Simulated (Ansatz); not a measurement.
Two isomers of CH7BSSi: A = `C[SiH2]BS`, B = `CSB[SiH3]`.

Gas-phase electronic energies from Ansatz, PBE0-D4/def2-TZVP geometries. CCSD(T)/CBS adds triple-zeta CCSD(T) − MP2 to the extrapolated MP2 energy (def2 sets, frozen cores). DFT in def2-TZVPP. One conformer a species, not always the lowest.

Question: Which isomer does CCSD(T)/CBS put lower? Give the gap. (Estimate.)

Answer: Ansatz gave: A, by 42.6 kJ/mol.

Question: Give E(B) − E(A) in kJ/mol with r2SCAN-D4, BLYP-D4, CCSD/def2-TZVPP, ωB97M-V, LDA (SPW92), PBE0-D4, MP2/def2-TZVPP. (An estimate is asked.)

Answer: Computed: r2SCAN-D4 42.1, BLYP-D4 37.6, CCSD/def2-TZVPP 44.7, ωB97M-V 44.0, LDA (SPW92) 38.7, PBE0-D4 41.3, MP2/def2-TZVPP 43.4. None reverses the order clearly.

Question: Does the order hold for the free energy at 298.15 K (harmonic terms from PBE0-D4)? (Best estimate.)

Answer: Computed: Yes: G(B) − G(A) = +41.4 kJ/mol, for one conformer each. Modes under 60 cm⁻¹, often nearly free rotors, make the harmonic entropy too high.

Largest T1 diagnostic: 0.015.

From BLYP to BHLYP (50 % exact exchange), in def2-TZVPP and without D4, E(B) − E(A) moves by +5.0 kJ/mol. Leaving LDA and LC-ωPBE aside and taking each functional with its dispersion term where it has one, the values, not all of them listed here, spread over 7.4 kJ/mol, from revPBE-D4 to ωB97M-V.
